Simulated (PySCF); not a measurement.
How methods differ on the ionisation energy of C²⁺

C²⁺ [He] 2s2 (1S) → C³⁺ [He] 2s1 (2S), as a difference of total energies. All numbers are calculated (PySCF 2.14, scalar relativity by spin-free X2C-1e, in an uncontracted even-tempered set (20 s from 0.12 bohr⁻², ratio 2.2; 9 p from 0.23 bohr⁻², ratio 2.4; 6 d from 0.7 bohr⁻², ratio 2.4; 6 f from 1.1 bohr⁻², ratio 2.4; 5 g from 1.6 bohr⁻², ratio 2.4)). Correlated levels: nothing frozen; virtual orbitals above 40 to 60 times the deepest correlated orbital energy dropped. The calculations carry no spin-orbit coupling.

```tsv
method	ionisation energy (eV)
UHF	45.797
LDA	46.967
PBE	47.125
PBE0	47.060
r2SCAN	46.646
B97-3	47.189
TPSSh	47.140
MP2 (all electrons)	47.136
SCS-MP2 (all electrons)	47.379
```

MP2 underrates the near-degeneracy of ns² with np² in the lower species.

Problem. Which method comes closest to the reference value, and which is furthest?

Solution. The reference is 47.888 eV (measured; NIST Atomic Spectra Database, ionization energies). Closest: SCS-MP2 (all electrons) (error -0.509 eV); furthest: UHF (error -2.091 eV).
